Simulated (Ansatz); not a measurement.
Nudged elastic band run: FGeH₃O

input.yaml

```yaml
crystal:
  periodic: [false, false, false]
  atoms:
    - { symbol: Ge, position_ang: [0.231621, -0.054881, 0.039369] }
    - { symbol: F, position_ang: [0.16109, 0.046982, 1.796597] }
    - { symbol: H, position_ang: [1.698791, 0.122093, -0.396175] }
    - { symbol: O, position_ang: [-0.627797, 1.355494, -0.63501] }
    - { symbol: H, position_ang: [-1.583601, 1.321276, -0.442419] }
    - { symbol: H, position_ang: [-0.459303, -1.397864, -0.316263] }
basis:
  gaussian: { orbitals: def2-SVP }
hamiltonian:
  xc: pbe
  dispersion: d4
neb:
  order_check: false
  images: 5
  f_tol: 0.05
  max_iterations: 60
  final_atoms:
    - { symbol: Ge, position_ang: [0.08330648, -0.24935681, -0.87814279] }
    - { symbol: F, position_ang: [1.10082825, 0.00411953, 1.38941578] }
    - { symbol: H, position_ang: [1.87182321, 0.32746476, 0.95785053] }
    - { symbol: O, position_ang: [-0.85398463, 1.30763976, -0.82642047] }
    - { symbol: H, position_ang: [-1.7194293, 1.19749398, -0.38938341] }
    - { symbol: H, position_ang: [-1.06174301, -1.19426121, -0.20722065] }
  initial_path:
    images:
      - { positions_ang: [[0.231621, -0.054881, 0.039369], [0.16109, 0.046982, 1.796597], [1.698791, 0.122093, -0.396175], [-0.627797, 1.355494, -0.63501], [-1.583601, 1.321276, -0.442419], [-0.459303, -1.397864, -0.316263]] }
      - { positions_ang: [[0.15447903, -0.03656556, 0.0264106], [0.46932093, 0.03386129, 1.70948677], [1.6993239, 0.08257147, -0.1256879], [-0.69783154, 1.38401071, -0.62027272], [-1.65458972, 1.28367129, -0.56408908], [-0.54990159, -1.35444919, -0.37974867]] }
      - { positions_ang: [[0.07733705, -0.01825013, 0.0134522], [0.77755186, 0.02074057, 1.62237655], [1.69985679, 0.04304994, 0.14479919], [-0.76786608, 1.41252742, -0.60553544], [-1.72557845, 1.24606657, -0.68575916], [-0.64050018, -1.31103438, -0.44323434]] }
      - { positions_ang: [[0.00019508, 6.531e-05, 0.0004938], [1.08578279, 0.00761986, 1.53526632], [1.70038969, 0.00352841, 0.41528629], [-0.83790062, 1.44104412, -0.59079816], [-1.79656717, 1.20846186, -0.80742923], [-0.73109877, -1.26761956, -0.50672002]] }
      - { positions_ang: [[0.02789888, -0.0830754, -0.29238506], [1.09079794, 0.00645308, 1.48664948], [1.75753419, 0.11150719, 0.59614104], [-0.84326196, 1.396576, -0.66933893], [-1.77085455, 1.2048059, -0.66808063], [-0.84131351, -1.24316678, -0.40688689]] }
      - { positions_ang: [[0.05560268, -0.1662161, -0.58526392], [1.0958131, 0.0052863, 1.43803263], [1.8146787, 0.21948597, 0.77699578], [-0.84862329, 1.35210788, -0.7478797], [-1.74514192, 1.20114994, -0.52873202], [-0.95152826, -1.218714, -0.30705377]] }
      - { positions_ang: [[0.08330648, -0.24935681, -0.87814279], [1.10082825, 0.00411953, 1.38941578], [1.87182321, 0.32746476, 0.95785053], [-0.85398463, 1.30763976, -0.82642047], [-1.7194293, 1.19749398, -0.38938341], [-1.06174301, -1.19426121, -0.20722065]] }
```

Command:

```bash
$ ansatz run input.yaml --threads 1 --pin off --max-ram 2048MiB --backend cpu --events-out ev --progress --plain --runs-dir out
```

Output, in part (warnings, iteration lines, the closing report on the highest movable image, with atoms numbered from 0):

```
NEB end point (image 0): max|allowed force component| = 2.010e-2 eV/Å (the criterion of neb.relax_end_points is 1.000e-2)
NEB end point (image 6): max|allowed force component| = 2.874e-3 eV/Å (the criterion of neb.relax_end_points is 1.000e-2)
NEB iter   1: max|band force component| = 4.399e0 eV/Å  barrier→ = 3.4645 eV  barrier← = 1.9483 eV  Δτ_max = 0.1934 Å  (178 SCF iters)
NEB iter   2: max|band force component| = 2.181e0 eV/Å  barrier→ = 2.3300 eV  barrier← = 0.8138 eV  Δτ_max = 0.1738 Å  (156 SCF iters)
NEB iter   3: max|band force component| = 8.395e-1 eV/Å  barrier→ = 2.0277 eV  barrier← = 0.5115 eV  Δτ_max = 0.1606 Å  (150 SCF iters)
NEB iter   4: max|band force component| = 1.372e0 eV/Å  barrier→ = 2.0069 eV  barrier← = 0.4907 eV  CI = image 3  Δτ_max = 0.1372 Å  (143 SCF iters)
NEB iter   5: max|band force component| = 9.499e-1 eV/Å  barrier→ = 2.2285 eV  barrier← = 0.7123 eV  CI = image 3  Δτ_max = 0.0978 Å  (145 SCF iters)
NEB iter   6: max|band force component| = 5.418e-1 eV/Å  barrier→ = 2.2167 eV  barrier← = 0.7005 eV  CI = image 3  Δτ_max = 0.0246 Å  (127 SCF iters)
NEB iter   7: max|band force component| = 1.898e-1 eV/Å  barrier→ = 2.2140 eV  barrier← = 0.6978 eV  CI = image 3  Δτ_max = 0.0160 Å  (130 SCF iters)
NEB iter   8: max|band force component| = 6.070e-2 eV/Å  barrier→ = 2.2131 eV  barrier← = 0.6969 eV  CI = image 3  Δτ_max = 0.0091 Å  (129 SCF iters)
NEB iter   9: max|band force component| = 2.616e-2 eV/Å  barrier→ = 2.2127 eV  barrier← = 0.6965 eV  CI = image 3  Δτ_max = 0.0000 Å  (261 SCF iters)
Total energy: -61305.86768132 eV, -2252.9490826790 hartree
Atom 0 at     0.232030    -0.058664    -0.396404 Å, force     0.006908     0.017105     0.010228 eV/Å
Atom 1 at     0.868654     0.013259     1.552528 Å, force     0.001095    -0.004500    -0.011185 eV/Å
Atom 2 at     1.610551     0.109007     0.452164 Å, force     0.002692    -0.000885     0.005105 eV/Å
Atom 3 at    -0.781249     1.403524    -0.621151 Å, force    -0.013914    -0.016523    -0.002742 eV/Å
Atom 4 at    -1.733566     1.198205    -0.552768 Å, force     0.007441     0.013733    -0.002337 eV/Å
Atom 5 at    -0.775620    -1.272232    -0.388269 Å, force    -0.004223    -0.008930     0.000932 eV/Å
Dipole moment:    -0.252187    -0.207672    -0.309176 e Å
```

The run converged. A vibrational analysis at the climbing image gives one clearly imaginary mode, 1074i cm⁻¹: a first-order saddle point. The orbitals stay closed-shell, which can raise the energy where a bond breaks towards radicals; this wasn't checked here.

Final band (atoms are numbered from 1 in the order of the input):

```tsv
image	path coordinate (Å)	energy (kcal/mol)	Ge1–F2 (Å)	Ge1–H3 (Å)	F2–H3 (Å)
0	0.00	0.0	1.76	1.54	2.68
1	0.46	5.1	1.76	1.53	2.33
2	0.93	29.7	1.84	1.53	1.82
3	1.39	51.0	2.05	1.63	1.33
4	1.74	40.3	2.26	1.89	1.02
5	2.10	35.4	2.48	2.28	0.95
6	2.45	35.0	2.50	2.63	0.94
```

Run time: 73 s on 1 thread of Arm Neoverse V2, on a shared host, peak memory 0.14 GiB.
